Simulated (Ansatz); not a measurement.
Calculated with Ansatz (gas phase, PBE0-D4/def2-TZVP geometries, no zero-point term in ΔE). CCSD(T)/CBS is the MP2 limit (def2-TZVPP, def2-QZVPP) plus CCSD(T) − MP2 in def2-TZVPP, frozen cores. Functionals use def2-TZVPP. def2 core potentials past Kr. For Ga, In outer-core shells are correlated without core-valence functions, which leaves a few kJ/mol of doubt a bond. Scalar relativity is left out up to krypton. One conformer a species, not always the lowest.

Reaction (redistribution): `C=C[CH2][InH][Cl]` + `[OH][GaH][Cl]` → `[OH][InH][Cl]` + `C=C[CH2][GaH][Cl]`

```tsv
level	ΔE (kcal/mol)	difference from CCSD(T)/CBS
r2SCAN-D4	6.3	0.3
B97M-V	5.9	-0.1
r2SCAN0-D4	6.8	0.8
BHLYP-D4	6.9	0.9
ωB97X-V	6.2	0.2
r2SCAN	6.4	0.4
PBE0	6.5	0.5
CCSD(T)/def2-SVP	8.3	2.3
CCSD/def2-TZVPP	7.5	1.5
MP2/def2-QZVPP	7.1	1.1
CCSD(T)/CBS	6.0	0
```

Largest T1 diagnostic among the species: 0.015.

Leaving LDA and LC-ωPBE aside and taking each functional with its dispersion term where it has one, the values, not all of them listed here, spread over 1.8 kcal/mol, from revPBE-D4 to PBE-QIDH. From BLYP to BHLYP (50 % exact exchange), in def2-TZVPP and without D4, ΔE moves by +0.8 kcal/mol. At CCSD(T), def2-SVP lies +2.3 kcal/mol from the extrapolated value and def2-TZVPP +1.2 kcal/mol.
